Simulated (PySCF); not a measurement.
S8.

```xyz
8

S      0.0865    -1.8666     1.7174
S     -1.0467    -1.6263     0.0000
S      0.0865    -1.8666    -1.7174
S      0.9831     0.0595    -2.0799
S     -0.5672     1.4088    -1.7353
S      0.0420     2.4229     0.0000
S     -0.5672     1.4088     1.7353
S      0.9831     0.0595     2.0799
```
Charge 0, spin multiplicity 1.

Geometry: B3LYP-D3(BJ)/def2-SVP.

Computed with PBE/pcSseg-1 (PySCF). Non-relativistic, no solvent.

Computed absolute GIAO shielding of each atom: isotropic value and principal components (ppm):
```json
[
 {"atom": "S1", "σ(iso)": "145.1", "σ11": "-124.1", "σ22": "173.0", "σ33": "386.6", "span": "510.7"},
 {"atom": "S2", "σ(iso)": "221.2", "σ11": "-69.0", "σ22": "208.6", "σ33": "523.8", "span": "592.8"},
 {"atom": "S3", "σ(iso)": "145.1", "σ11": "-124.1", "σ22": "173.0", "σ33": "386.6", "span": "510.7"},
 {"atom": "S4", "σ(iso)": "81.5", "σ11": "-125.8", "σ22": "140.3", "σ33": "230.2", "span": "356.1"},
 {"atom": "S5", "σ(iso)": "65.8", "σ11": "-218.8", "σ22": "121.4", "σ33": "294.9", "span": "513.7"},
 {"atom": "S6", "σ(iso)": "80.8", "σ11": "-16.0", "σ22": "-6.1", "σ33": "264.5", "span": "280.4"},
 {"atom": "S7", "σ(iso)": "65.8", "σ11": "-218.8", "σ22": "121.4", "σ33": "294.9", "span": "513.7"},
 {"atom": "S8", "σ(iso)": "81.5", "σ11": "-125.8", "σ22": "140.3", "σ33": "230.2", "span": "356.1"}
]
```
